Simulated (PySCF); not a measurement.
Job file and geometry (Å, from GFN2-xTB) of an NMR shielding run on `InChI=1S/C5H11NOSi3/c1-2-3-9-7-10-5-4-8-6-10/h4-6,10H,8-9H2,1H3/t10-/m1/s1`, GIAO PBE0/pcSseg-1 NMR shielding, non-relativistic, gas phase (PySCF 2.14.0, density-fitted response routines); density fitting, a coarse starting grid and PySCF grid level 2 are the driver's defaults:

```
$ OMP_NUM_THREADS=1 python probes_run.py task.json out

{"job": {"kind": "nmr", "xc": "PBE0", "basis": "pcSseg-1"}, "charge": 0, "multiplicity": 1}
C     -3.137247     1.142705     0.823705
C     -2.473627     0.160242    -0.004284
C     -1.927369    -0.660732    -0.697584
Si    -1.031266    -1.895336    -1.738359
O      0.573848    -1.624109    -1.725481
Si     1.842228    -0.913472    -1.006456
C      2.051046    -1.370142     0.806050
C      1.938911    -0.363645     1.670186
Si     1.580371     1.319099     0.909965
N      1.596142     0.778602    -0.731072
H     -3.791759     0.647009     1.540771
H     -2.396499     1.729246     1.367248
H     -3.735068     1.811150     0.203946
H     -1.402837    -1.750684    -3.147941
H     -1.221611    -3.243381    -1.195153
H      2.943341    -1.198578    -1.920600
H      2.250899    -2.381164     1.139753
H      2.039222    -0.519043     2.737473
H      2.645790     2.304041     1.139936
H      0.278699     1.870016     1.313592
H      1.367866     1.398938    -1.486166
```

Q: What does the program print?

A: 
```
coarse grid: 19272 points
cycle   1  E = -1194.6213290215  dE =  1.300e+00  |g| = 9.379e-01  |ddm| = 4.577e+00
cycle   2  E = -1194.4144372120  dE =  2.069e-01  |g| = 1.382e+00  |ddm| = 1.987e+00
cycle   3  E = -1194.7884751083  dE = -3.740e-01  |g| = 1.810e-01  |ddm| = 1.345e+00
cycle   4  E = -1194.7948421176  dE = -6.367e-03  |g| = 7.483e-02  |ddm| = 2.124e-01
cycle   5  E = -1194.7958526928  dE = -1.011e-03  |g| = 4.139e-02  |ddm| = 7.677e-02
cycle   6  E = -1194.7962533863  dE = -4.007e-04  |g| = 7.410e-03  |ddm| = 3.443e-02
cycle   7  E = -1194.7962655840  dE = -1.220e-05  |g| = 2.345e-03  |ddm| = 8.464e-03
cycle   8  E = -1194.7962667142  dE = -1.130e-06  |g| = 5.571e-04  |ddm| = 2.227e-03
final grid: 173112 points
cycle   9  E = -1194.8628157545  dE = -2.586e-05  |g| = 1.025e-02  |ddm| = 3.784e-02
cycle  10  E = -1194.8627912324  dE =  2.452e-05  |g| = 1.513e-02  |ddm| = 2.110e-02
cycle  11  E = -1194.8628379474  dE = -4.672e-05  |g| = 1.750e-03  |ddm| = 1.250e-02
cycle  12  E = -1194.8628385826  dE = -6.352e-07  |g| = 4.205e-04  |ddm| = 1.649e-03
cycle  13  E = -1194.8628386108  dE = -2.821e-08  |g| = 2.445e-04  |ddm| = 4.588e-04
cycle  14  E = -1194.8628386255  dE = -1.467e-08  |g| = 3.818e-05  |ddm| = 1.873e-04
cycle  15  E = -1194.8628386258  dE = -3.263e-10  |g| = 1.243e-05  |ddm| = 4.853e-05
converged SCF energy = -1194.8628386258

GIAO shielding tensors (ppm)
atom      isotropic    diamagn.    paramagn.     s11        s22        s33       span
  0 C      180.659     252.482     -71.824    171.892    173.251    196.833     24.941
  1 C       73.630     275.326    -201.696    -19.605    -17.481    257.976    277.581
  2 C      100.858     262.814    -161.956      9.253     24.673    268.648    259.395
  3 Si     406.587     882.554    -475.967    371.129    394.309    454.324     83.195
  4 O      267.332     403.852    -136.520    241.696    247.268    313.033     71.336
  5 Si     376.938     882.713    -505.775    348.627    378.274    403.915     55.288
  6 C       28.791     264.032    -235.242    -89.279      1.881    173.770    263.049
  7 C       30.866     263.250    -232.384    -89.071      9.200    172.469    261.540
  8 Si     385.451     883.708    -498.257    348.301    362.786    445.268     96.967
  9 N      239.840     330.252     -90.412    200.598    246.055    272.868     72.269
 10 H       29.696      26.929       2.767     24.868     27.560     36.659     11.791
 11 H       29.497      34.344      -4.847     23.742     29.485     35.265     11.523
 12 H       29.677      26.775       2.902     24.845     27.581     36.604     11.759
 13 H       26.548      29.025      -2.478     22.828     24.790     32.026      9.198
 14 H       26.566      29.860      -3.295     23.029     24.817     31.851      8.821
 15 H       26.367      28.210      -1.843     22.122     24.333     32.645     10.524
 16 H       24.298      31.688      -7.390     22.006     25.008     25.881      3.876
 17 H       24.248      32.001      -7.753     22.382     24.763     25.599      3.218
 18 H       26.548      29.598      -3.050     22.621     24.244     32.779     10.158
 19 H       26.452      34.267      -7.815     22.188     25.630     31.537      9.349
 20 H       31.259      35.633      -4.375     24.422     27.202     42.152     17.730
```

Q: Turn these shieldings into chemical shifts. Shifts are taken against calculated references (same method and geometry level): $^{13}$C (σref 186.93), $^{29}$Si (σref 349.16), $^{1}$H (σref 31.72) against TMS; H2O for $^{17}$O (σref 336.08); $^{15}$N (σref 267.73) against NH3.

A: Averaging equivalent atoms: C 6: 158.1; C 7: 156.1; C 1: 113.3; C 2: 86.1; C 0: 6.3; Si 5: -27.8; Si 8: -36.3; Si 3: -57.4; O 4: 68.7; N 9: 27.9; H 17: 7.47; H 16: 7.42; H 15: 5.35; H 19: 5.27; H 13: 5.17; H 18: 5.17; H 14: 5.15; H 10/11/12: 2.09; H 20: 0.46 ppm. Experimental scales use liquid or dissolved standards, which lie at an offset from isolated NH3 (liquid NH3: subtract about 20 ppm) and H2O (liquid H2O: subtract about 36 ppm).

Size and cost of the density-fitted run: 246 basis functions, 120 s wall time on 1 thread of an Arm Neoverse N1, shared host; peak memory 1.1 GiB.
